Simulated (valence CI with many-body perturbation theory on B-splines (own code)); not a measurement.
Cs IV: calculation against measured levels

Calculated by configuration interaction combined with many-body perturbation theory (CI+MBPT): six valence electrons over a frozen Dirac-Fock core [Kr] 4d10, a basis of 9 s, 9 p, 8 d, 6 f, 3 g, 1 h functions for each j, with the one-electron correlation potential Σ1 (screened to all orders), the two-electron term Σ2, the three-electron term Σ3, Breit, model QED; selected single and double excitations, second order for the rest, scaled by the run's own slope (own B-spline code, finite nucleus).

Set against measurement, 24 paired levels are off by 228 cm⁻¹ on average, the worst by 482. These come from a selection out of Gamrath, thesis, University of Mons (2023). Levels without a partner in it may be off by more. Among the levels kept, up to 1000 cm⁻¹ of a level comes from second order outside the variational space, and about a tenth of that is noise between levels of different J, which matters for small intervals. 1 measured level below the end of the list, from 152832 cm⁻¹ on, found no clear computed partner, and computed levels of the same name lie up to 1444 cm⁻¹ from them.

Measured levels: measured levels as listed in Gamrath, thesis, University of Mons (2023). Pairs share parity and J, and are chosen by configuration, term and nearness in energy; levels without a clear partner are left out. Energies in cm⁻¹ above the measured ground level.

Names give the largest LS component (configuration and term), which can be under half, so a name can repeat, a term be missing and a line seem to break the LS rules; names also repeat where a configuration has a term twice. Letters in brackets count levels of one name in rising energy.

```
      Computed label  Label in the source  Measured  Computed  Difference
        5s2.5p4 3P_2           5s2 5p4 3P         0       0.0           0
        5s2.5p4 3P_0           5s2 5p4 3P    9749.4    9803.2         +54
        5s2.5p4 3P_1           5s2 5p4 3P     12902   12845.5         -57
        5s2.5p4 1D_2           5s2 5p4 1D     20754   20766.9         +13
        5s2.5p4 1S_0           5s2 5p4 1S   43279.4   43356.1         +77
        5s.5p5 3P°_2           5s 5p5 3P°  114307.7  113896.4        -411
        5s.5p5 3P°_1           5s 5p5 3P°  121242.5  120850.7        -392
        5s.5p5 3P°_0           5s 5p5 3P°  128086.3  127604.2        -482
    5s2.5p3.5d 5D°_3   5s2 5p3(4S) 5d 5D°  135979.9  135588.5        -391
    5s2.5p3.5d 5D°_2   5s2 5p3(4S) 5d 5D°  136143.1  135765.1        -378
    5s2.5p3.5d 5D°_0   5s2 5p3(4S) 5d 5D°  136625.7  136230.2        -395
    5s2.5p3.5d 5D°_1   5s2 5p3(4S) 5d 5D°  136868.6  136471.4        -397
    5s2.5p3.5d 1P°_1       5s2 5p3(2D) 5d  141402.9  141208.6        -194
5s2.5p3.5d 3D°_2 [a]       5s2 5p3(4S) 5d    142167  141882.2        -285
    5s2.5p3.5d 3D°_3       5s2 5p3(4S) 5d  147695.5  147370.5        -325
5s2.5p3.5d 3D°_1 [a]       5s2 5p3(4S) 5d    148640  148336.0        -304
    5s2.5p3.5d 3F°_2   5s2 5p3(2D) 5d 3F°  150982.7  150661.1        -322
    5s2.5p3.5d 3F°_3   5s2 5p3(2D) 5d 3F°  152776.7  152465.0        -312
    5s2.5p3.5d 3G°_3   5s2 5p3(2D) 5d 3G°  155045.5  154925.2        -120
5s2.5p3.5d 3D°_1 [b]       5s2 5p3(2D) 5d  162425.9  162463.0         +37
    5s2.5p3.6s 5S°_2   5s2 5p3(4S) 6s 5S°  164609.5  164447.5        -162
    5s2.5p3.5d 1D°_2       5s2 5p3(2P) 5d  166472.1  166378.5         -94
    5s2.5p3.6s 3S°_1       5s2 5p3(4S) 6s  167553.8  167654.4        +101
    5s2.5p3.5d 3P°_0       5s2 5p3(2P) 5d  169843.8  169700.7        -143
5s2.5p3.5d 3D°_2 [b]       5s2 5p3(2P) 5d  170401.9  170365.5         -36
```

Over 24 excited levels the mean absolute difference is 228 cm⁻¹, the median 240 and the largest 482. The comparison draws on a selection of the measured levels: 25 of the 31 computed ones have a partner in it, and others may be off by more.

These 1 measured levels below the end of the computed list are not counted above. Beside each stands the unpaired computed level of its name, or else the nearest of its J and parity; the gap is either an error of the method or a doubtful assignment.

```json
{"Label in the source": "5s2 5p3(2D) 5d 1S°", "J": "0", "Measured": "152832", "Unpaired level": "5s2.5p3.5d 1S°_0", "Computed": "151388"}
```
